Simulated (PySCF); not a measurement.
Gas-phase reaction: Ga(OH)3 + 5 Cl → GaCl2 + 3 HOCl

Method: PySCF energies plus ideal-gas RRHO corrections (1 bar). † marks an energy on the PBE0/def2-TZVP geometry and frequencies. CCSD(T) freezes the core. Open shells (unrestricted): Cl (multiplicity 2, electronic degeneracy 6), GaCl2 (multiplicity 2); the rest are closed-shell singlets. Spin-orbit splitting is ignored; it lowers the true energy and changes the entropy of Cl. Ga: all electrons, no relativistic terms. Ga(OH)3, GaCl2: computed as isolated molecules; such fragments, hydroxides, amides, oligomers or adducts are transient or little studied in the gas. CCSD(T) isn't extrapolated to the basis-set limit; its ΔH°(298 K) is -97.1 kJ in def2-SVP and -198.2 kJ in def2-TZVPP. The harmonic model lacks anharmonicity and excited electronic states, which grow with temperature; levels with a mode under 35 cm⁻¹ are left out. Soft modes under 120 cm⁻¹ make the harmonic entropy rough for GaCl2.

```csv
level,"ΔE electronic, kJ","ΔH°(298 K), kJ","ΔS°(298 K), J/K","ΔG°(1200 K), kJ"
BLYP/def2-TZVP†,-288,-291,-147,-88
CCSD(T)/def2-TZVPP†,-196,-198,-147,5
PBE/def2-TZVP†,-366,-369,-147,-166
PBE0/def2-QZVP†,-292,-295,-147,-92
r2SCAN/def2-TZVP†,-286,-289,-147,-86
LDA/def2-TZVP†,-514,-516,-147,-313
ωB97M-V/def2-TZVP†,-290,-293,-147,-90
```
ΔH° is lowest at LDA/def2-TZVP† and highest at CCSD(T)/def2-TZVPP†. No reference value is set beside these.
